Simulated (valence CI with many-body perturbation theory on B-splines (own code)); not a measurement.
Results of a calculation; reference values are marked as such.
## Co XV: configurations and terms from energies and g

Level of theory: valence CI with perturbative core correlation (CI+MBPT): three valence electrons over a frozen Dirac-Fock core [Ne], radial functions for each j: 11 s, 11 p, 10 d, 8 f, 5 g, 2 h, with the one-electron correlation potential Σ1, the two-electron term Σ2, the three-electron term Σ3, Breit, model QED; selected CI, second order for the rest, scaled by the run's own slope (own B-spline code, finite nucleus).

No measured spectrum was set against this ion. As an estimate, levels of excited configurations hold to 0.05 to 0.15 % of their energy, terms of the ground configuration to about 0.5 %.

```
No.    J  Parity  E (cm⁻¹)      g
  1  1/2     odd         0  0.664
  2  3/2     odd     23002  1.333
  3  1/2    even    241970  2.658
  4  3/2    even    251590  1.731
  5  5/2    even    263090  1.589
  6  3/2    even    322780  0.806
  7  5/2    even    325840  1.211
  8  1/2    even    391180  1.645
  9  1/2    even    418080  1.032
 10  3/2    even    427000  1.328
 11  3/2    even    506300  0.799
 12  5/2    even    508870  1.200
 15  3/2     odd    633170  1.899
 16  3/2     odd    687390  0.416
```

Energies count from the lowest level. Strongly mixed levels and levels close to another of their J and parity are left out, so the numbers can have gaps.

Q: Give configuration and LS term of each level.

A: 1: 3s²3p ²P°; 2: 3s²3p ²P°; 3: 3s3p² ⁴P; 4: 3s3p² ⁴P; 5: 3s3p² ⁴P; 6: 3s3p² ²D; 7: 3s3p² ²D; 8: 3s3p² ²S; 9: 3s3p² ²P; 10: 3s3p² ²P; 11: 3s²3d ²D; 12: 3s²3d ²D; 15: 3p³ ⁴S°; 16: 3s3p3d ⁴F°.
